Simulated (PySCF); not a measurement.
C4H7FSi, SMILES F[C@]1([SiH3])C=CC1. Atoms are numbered in the order given.

```xyz
13

F      0.8673    -1.3656    -0.5689
C      0.0810    -0.3185    -0.1138
Si     1.2533     1.0543     0.5113
C     -1.0478    -0.6941     0.8083
C     -1.9855    -0.1729     0.0004
C     -1.0228     0.1484    -1.1142
H      0.4425     2.2483     0.8982
H      2.2071     1.4255    -0.5757
H      2.0178     0.5601     1.6946
H     -1.0592    -1.1514     1.8006
H     -3.0567     0.0135     0.1165
H     -1.0716    -0.5329    -1.9773
H     -0.9811     1.1897    -1.4790
```

Geometry: PBE0-D3(BJ)/def2-SVP. The structure was generated by enumeration; whether it is a known compound was not checked.

These are PySCF with PBE0-D3(BJ)/def2-SVP values and carry that method's errors.

Frequencies are harmonic and unscaled.

Computed harmonic wavenumbers and intensities:
| mode | ν (cm⁻¹) | IR (km/mol) | Raman (Å⁴/amu) | depolarisation | moving atoms (share of kinetic energy) |
|---|---|---|---|---|---|
| 1 | 138 | 0.0 | 0.5 | 0.71 | H 54 %, C 26 %, Si 12 %, F 8 % |
| 2 | 162 | 0.1 | 1.2 | 0.55 | H 61 %, C 23 %, Si 10 % |
| 3 | 207 | 0.3 | 0.8 | 0.73 | C 46 %, H 43 % |
| 4 | 253 | 3.0 | 1.8 | 0.74 | F 49 %, C 23 %, H 17 %, Si 11 % |
| 5 | 392 | 3.8 | 1.8 | 0.68 | C 39 %, F 28 %, H 27 % |
| 6 | 422 | 2.1 | 5.1 | 0.33 | C 34 %, H 30 %, Si 27 %, F 8 % |
| 7 | 548 | 3.4 | 10.3 | 0.25 | C 33 %, H 30 %, F 25 %, Si 12 % |
| 8 | 622 | 45.2 | 9.6 | 0.63 | H 79 %, Si 12 % |
| 9 | 633 | 30.4 | 13.5 | 0.75 | H 77 %, Si 12 %, C 11 % |
| 10 | 725 | 26.7 | 1.1 | 0.62 | H 55 %, C 27 %, F 17 % |
| 11 | 875 | 80.2 | 8.0 | 0.63 | C 51 %, H 48 % |
| 12 | 899 | 93.5 | 12.7 | 0.75 | H 59 %, C 36 % |
| 13 | 914 | 123.0 | 2.5 | 0.75 | H 77 %, C 13 %, Si 8 % |
| 14 | 937 | 40.2 | 17.9 | 0.75 | H 96 % |
| 15 | 940 | 30.8 | 21.4 | 0.74 | H 95 % |
| 16 | 957 | 8.3 | 2.5 | 0.42 | H 75 %, C 25 % |
| 17 | 979 | 8.3 | 10.8 | 0.35 | C 50 %, H 47 % |
| 18 | 1035 | 8.1 | 6.3 | 0.43 | H 56 %, C 41 % |
| 19 | 1063 | 6.7 | 7.8 | 0.70 | H 57 %, C 38 % |
| 20 | 1078 | 5.7 | 12.6 | 0.54 | C 65 %, H 32 % |
| 21 | 1170 | 48.5 | 4.7 | 0.25 | C 54 %, H 39 % |
| 22 | 1199 | 22.3 | 9.2 | 0.40 | C 72 %, H 23 % |
| 23 | 1233 | 7.7 | 3.0 | 0.40 | H 59 %, C 40 % |
| 24 | 1332 | 28.4 | 3.7 | 0.63 | C 59 %, H 40 % |
| 25 | 1444 | 4.8 | 14.7 | 0.62 | H 88 %, C 12 % |
| 26 | 1659 | 1.3 | 29.9 | 0.10 | C 90 %, H 10 % |
| 27 | 2234 | 56.7 | 185.3 | 0.02 | H 99 % |
| 28 | 2244 | 110.3 | 101.2 | 0.41 | H 96 % |
| 29 | 2247 | 100.7 | 96.0 | 0.74 | H 96 % |
| 30 | 3063 | 20.5 | 124.1 | 0.14 | H 94 % |
| 31 | 3139 | 4.6 | 97.1 | 0.60 | H 90 %, C 10 % |
| 32 | 3211 | 4.2 | 109.1 | 0.67 | H 92 % |
| 33 | 3243 | 6.9 | 149.8 | 0.12 | H 89 %, C 11 % |
